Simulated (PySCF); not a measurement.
formamide (CH$_{3}$NO), singlet, at a GFN2-xTB geometry; PBE/6-311G** run with PySCF.

Input for PySCF:
```python
from pyscf import gto, scf, dft

mol = gto.M(
    atom='''
N    -1.05641616    0.21385327    0.11334147
C     0.27617595    0.30708658   -0.05688787
O     1.03166666   -0.62674585   -0.07930566
H    -1.46659335   -0.69896438    0.23212765
H    -1.65672911    1.01799139    0.12649041
H     0.60784657    1.35544742   -0.17623582
''',
    basis='6-311g**',
    verbose=4,
)

mf = dft.RKS(mol)
mf.xc = 'pbe'
mf.level_shift = 0.1
mf.max_cycle = 100
mf.kernel()
mf.analyze()
```

What the program printed (banner, timings and long lists left out):

```
PySCF version 2.14.0

[INPUT] verbose = 4
[INPUT] num. atoms = 6
[INPUT] num. electrons = 24
[INPUT] charge = 0
[INPUT] spin (= nelec alpha-beta = 2S) = 0
[INPUT] symmetry False subgroup None
[INPUT] Mole.unit = angstrom
[INPUT] Symbol           X                Y                Z      unit          X                Y                Z       unit  Magmom
[INPUT]  1 N     -1.056416160000   0.213853270000   0.113341470000 AA   -1.996337215965   0.404124111143   0.214184336856 Bohr   0.0
[INPUT]  2 C      0.276175950000   0.307086580000  -0.056887870000 AA    0.521896907692   0.580309532729  -0.107502494110 Bohr   0.0
[INPUT]  3 O      1.031666660000  -0.626745850000  -0.079305660000 AA    1.949567439245  -1.184378006208  -0.149865977528 Bohr   0.0
[INPUT]  4 H     -1.466593350000  -0.698964380000   0.232127650000 AA   -2.771459767608  -1.320851249026   0.438657684439 Bohr   0.0
[INPUT]  5 H     -1.656729110000   1.017991390000   0.126490410000 AA   -3.130764280494   1.923724924265   0.239032232284 Bohr   0.0
[INPUT]  6 H      0.607846570000   1.355447420000  -0.176235820000 AA    1.148663543056   2.561424400048  -0.333037433138 Bohr   0.0

nuclear repulsion = 71.7376103920382
number of shells = 36
number of NR pGTOs = 117
number of NR cGTOs = 72
basis = 6-311g**
ecp = {}

******** <class 'pyscf.dft.rks.RKS'> ********
method = RKS
initial guess = minao
damping factor = 0
level_shift factor = 0.1
DIIS = <class 'pyscf.scf.diis.CDIIS'>
diis_start_cycle = 1
diis_space = 8
diis_damp = 0
SCF conv_tol = 1e-09
SCF conv_tol_grad = None
SCF max_cycles = 100
direct_scf = True
direct_scf_tol = 1e-13
XC library pyscf.dft.libxc version 7.1.2
    S. Lehtola, C. Steigemann, M. J. T. Oliveira, and M. A. L. Marques,  SoftwareX 7, 1–5 (2018)
XC functionals = pbe
    J. P. Perdew, K. Burke, and M. Ernzerhof,  Phys. Rev. Lett. 77, 3865 (1996)
    J. P. Perdew, K. Burke, and M. Ernzerhof,  Phys. Rev. Lett. 78, 1396 (1997)
    J. P. Perdew, K. Burke, and M. Ernzerhof,  Phys. Rev. Lett. 77, 3865 (1996)
    J. P. Perdew, K. Burke, and M. Ernzerhof,  Phys. Rev. Lett. 78, 1396 (1997)
radial grids:
    Treutler-Ahlrichs [JCP 102, 346 (1995); DOI:10.1063/1.469408] (M4) radial grids

becke partition: Becke, JCP 88, 2547 (1988); DOI:10.1063/1.454033
pruning grids: <function nwchem_prune>
grids dens level: 3
symmetrized grids: False
atomic radii adjust function: <function treutler_atomic_radii_adjust>
small_rho_cutoff = 0
Set gradient conv threshold to 3.16228e-05
Initial guess from minao.
tot grids = 71528
init E= -170.088344034234
  HOMO = -0.272403180966577  LUMO = 0.00163606103000191  gap/eV = 7.45699
cycle= 1 E= -169.588066085906  delta_E=  0.5  |g|= 0.912  |ddm|= 1.84
  HOMO = -0.00523609422632632  LUMO = 0.109338870178082  gap/eV = 3.11774
cycle= 2 E= -168.741517420375  delta_E= 0.847  |g|= 2.21  |ddm|= 2.89
  HOMO = -0.199884186734845  LUMO = 0.0950012702372725  gap/eV = 8.02424
cycle= 3 E= -169.721794158708  delta_E= -0.98  |g|= 0.355  |ddm|= 1.91
  HOMO = -0.218519681205834  LUMO = 0.0838986997505309  gap/eV = 8.22922
cycle= 4 E= -169.748362170795  delta_E= -0.0266  |g|= 0.115  |ddm|= 0.403
  HOMO = -0.214035773210831  LUMO = 0.0898649029817378  gap/eV = 8.26956
cycle= 5 E= -169.75109351031  delta_E= -0.00273  |g|= 0.0163  |ddm|= 0.0954
  HOMO = -0.209131295877356  LUMO = 0.0943637393065337  gap/eV = 8.25852
cycle= 6 E= -169.751152731044  delta_E= -5.92e-05  |g|= 0.00827  |ddm|= 0.0204
  HOMO = -0.209487955977597  LUMO = 0.093402957968749  gap/eV = 8.24208
cycle= 7 E= -169.751166904706  delta_E= -1.42e-05  |g|= 0.00141  |ddm|= 0.00667
  HOMO = -0.209326088620216  LUMO = 0.0935222563055156  gap/eV = 8.24092
cycle= 8 E= -169.751167360676  delta_E= -4.56e-07  |g|= 0.000178  |ddm|= 0.00149
  HOMO = -0.209332845316425  LUMO = 0.0935223697251999  gap/eV = 8.24111
cycle= 9 E= -169.751167370576  delta_E= -9.9e-09  |g|= 5.05e-05  |ddm|= 0.000364
  HOMO = -0.209322097766719  LUMO = 0.0935317287547051  gap/eV = 8.24107
cycle= 10 E= -169.751167371524  delta_E= -9.47e-10  |g|= 8.81e-06  |ddm|= 0.0001
  HOMO = -0.209319945316771  LUMO = -0.00646625127142997  gap/eV = 5.51993
Extra cycle  E= -169.75116737156  delta_E= -3.61e-11  |g|= 8.35e-06  |ddm|= 3.54e-05
converged SCF energy = -169.75116737156
**** SCF Summaries ****
Total Energy =                        -169.751167371559632
Nuclear Repulsion Energy =              71.737610392038221
One-electron Energy =                 -373.058650548730952
Two-electron Energy =                  131.569872785133100
Two-electron Coulomb Energy =          153.467863925223980
DFT Exchange-Correlation Energy =      -21.897991140090891
HOMO-LUMO gap [eV] =                     5.519930174250759
**** MO energy ****
MO #1   energy= -18.7040459933839  occ= 2
MO #2   energy= -14.0037987310849  occ= 2
MO #3   energy= -9.96583779729598  occ= 2
MO #4   energy= -0.95308317967557  occ= 2
MO #5   energy= -0.835164430952325 occ= 2
MO #6   energy= -0.568984674889627 occ= 2
MO #7   energy= -0.508736998442913 occ= 2
MO #8   energy= -0.427649118209157 occ= 2
MO #9   energy= -0.363693995453938 occ= 2
MO #10  energy= -0.359284715131713 occ= 2
MO #11  energy= -0.23823233967256  occ= 2
MO #12  energy= -0.209319945316771 occ= 2
MO #13  energy= -0.00646625127142997 occ= 0
MO #14  energy= 0.0157430155016058 occ= 0
MO #15  energy= 0.0443258127400519 occ= 0
MO #16  energy= 0.093892228835184  occ= 0
MO #17  energy= 0.196141878111096  occ= 0
MO #18  energy= 0.267044067488897  occ= 0
MO #19  energy= 0.312975110090385  occ= 0
MO #20  energy= 0.340374614706189  occ= 0
 ** Mulliken pop on meta-lowdin orthogonal AOs  **
 ** Mulliken pop  **
 ** Mulliken atomic charges  **
charge of    0N =     -0.39070
charge of    1C =      0.27309
charge of    2O =     -0.42916
charge of    3H =      0.24061
charge of    4H =      0.24000
charge of    5H =      0.06617
Dipole moment(X, Y, Z, Debye): -3.23384,  1.82870,  0.25879
```
